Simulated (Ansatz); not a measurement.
Geometry optimisation, RKS B3LYP-D4/def2-mTZVP (Ansatz).

Input:

```yaml
crystal:
  periodic: [false, false, false]
  atoms:
    - { symbol: Ge, position_ang: [-0.8991, 1.1382, -0.0806] }
    - { symbol: Al, position_ang: [0.9679, -0.2995, -0.3783] }
    - { symbol: Te, position_ang: [0.6115, -2.8812, -0.2944] }
    - { symbol: H, position_ang: [-2.1493, 0.3409, 0.1214] }
    - { symbol: H, position_ang: [-1.1162, 2.0505, -1.3785] }
    - { symbol: H, position_ang: [-0.7177, 2.1112, 1.1382] }
    - { symbol: H, position_ang: [2.4531, 0.3199, -0.6124] }
    - { symbol: H, position_ang: [0.942, -2.8371, 1.4289] }
basis:
  gaussian: { orbitals: def2-mTZVP }
hamiltonian:
  xc: b3lyp
  dispersion: d4
relax:
  f_tol: 0.02
  max_steps: 50
```

Command:

```bash
$ ansatz run input.yaml --threads 2 --pin off --max-ram 3072MiB --backend cpu --events-out ev --progress --plain --runs-dir out
```

Question: Where does it end, and by what steps?

Answer: The forces met the threshold. After 15 steps the energy has fallen by 0.502 eV; H8 moved furthest, 1.43 Å.

```json
{"step": "0", "energy less start (eV)": "0.0000", "largest force component (eV/Å)": "1.488", "accepted": "yes"}
{"step": "1", "energy less start (eV)": "-0.1165", "largest force component (eV/Å)": "0.993", "accepted": "yes"}
{"step": "2", "energy less start (eV)": "-0.1552", "largest force component (eV/Å)": "0.180", "accepted": "yes"}
{"step": "3", "energy less start (eV)": "-0.1573", "largest force component (eV/Å)": "0.024", "accepted": "yes"}
{"step": "4", "energy less start (eV)": "-0.1592", "largest force component (eV/Å)": "0.036", "accepted": "yes"}
{"step": "5", "energy less start (eV)": "-0.1605", "largest force component (eV/Å)": "0.034", "accepted": "yes"}
{"step": "6", "energy less start (eV)": "-0.1724", "largest force component (eV/Å)": "0.433", "accepted": "yes"}
{"step": "7", "energy less start (eV)": "-0.1996", "largest force component (eV/Å)": "0.697", "accepted": "yes"}
{"step": "8", "energy less start (eV)": "-0.2589", "largest force component (eV/Å)": "0.706", "accepted": "yes"}
{"step": "9", "energy less start (eV)": "-0.3182", "largest force component (eV/Å)": "0.585", "accepted": "yes"}
{"step": "10", "energy less start (eV)": "-0.3849", "largest force component (eV/Å)": "0.375", "accepted": "yes"}
{"step": "11", "energy less start (eV)": "-0.4325", "largest force component (eV/Å)": "0.656", "accepted": "yes"}
{"step": "12", "energy less start (eV)": "-0.4878", "largest force component (eV/Å)": "0.218", "accepted": "yes"}
{"step": "13", "energy less start (eV)": "-0.4949", "largest force component (eV/Å)": "0.196", "accepted": "yes"}
{"step": "14", "energy less start (eV)": "-0.5021", "largest force component (eV/Å)": "0.026", "accepted": "yes"}
{"step": "15", "energy less start (eV)": "-0.5023", "largest force component (eV/Å)": "0.012", "accepted": "yes"}
```

```xyz
8
Properties=species:S:1:pos:R:3
Ge -0.996 1.274 -0.160
Al 0.886 -0.325 0.015
Te 0.242 -2.759 0.379
H -2.360 0.585 0.058
H -1.049 1.951 -1.549
H -0.894 2.414 0.879
H 2.419 0.052 -0.076
H 1.843 -3.249 0.397
```

Whether the end is a true minimum wasn't checked by a vibrational analysis.

The run took 49 s on 2 threads of AMD EPYC 7R43 64-Core Processor (Zen 3), with other jobs on the host, peak memory 0.29 GiB.
